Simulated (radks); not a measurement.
Isoelectronic series with 12 electrons, each ion in its NIST ground configuration. All-electron calculation, Dirac Kohn-Sham, PBE, spin-unpolarised, spherical densities, finite nucleus; Fermi nuclear charge, rms radius of each element as measured or else 0.836 A^(1/3) + 0.57 fm. Program: a radial shooting solver on a logarithmic mesh with Libxc functionals. Total energies (hartree) and mean radii <r> (bohr):

ion    configuration  E (hartree)   3s1/2    2p3/2
Mg          [Ne] 3s2   -200.27986   3.150   0.6902
Si2+        [Ne] 3s2   -288.96485   1.951   0.5369
S4+         [Ne] 3s2   -394.82429   1.466   0.4403
Ar6+        [Ne] 3s2   -517.87196   1.186   0.3734
Ca8+        [Ne] 3s2   -658.16393  0.9989   0.3243
Ti10+       [Ne] 3s2   -815.77664  0.8643   0.2867
Cr12+       [Ne] 3s2   -990.80189  0.7622   0.2569
Fe14+       [Ne] 3s2  -1183.34458  0.6818   0.2328
Ni16+       [Ne] 3s2  -1393.52268  0.6168   0.2127
Zn18+       [Ne] 3s2  -1621.46611  0.5631   0.1959
Ge20+       [Ne] 3s2  -1867.31845  0.5178   0.1815
Se22+       [Ne] 3s2  -2131.23689  0.4792   0.1690
Kr24+       [Ne] 3s2  -2413.39167  0.4458   0.1582
Sr26+       [Ne] 3s2  -2713.96762  0.4166   0.1486
Zr28+       [Ne] 3s2  -3033.16425  0.3909   0.1401
Mo30+       [Ne] 3s2  -3371.19489  0.3681   0.1326
Ru32+       [Ne] 3s2  -3728.29479  0.3476   0.1257
Pd34+       [Ne] 3s2  -4104.71305  0.3292   0.1196
Cd36+       [Ne] 3s2  -4500.71596  0.3125   0.1140
Sn38+       [Ne] 3s2  -4916.59423  0.2973   0.1089
Te40+       [Ne] 3s2  -5352.65157  0.2834   0.1042
Xe42+       [Ne] 3s2  -5809.22602  0.2706  0.09988
Ba44+       [Ne] 3s2   -6286.6687  0.2588  0.09590
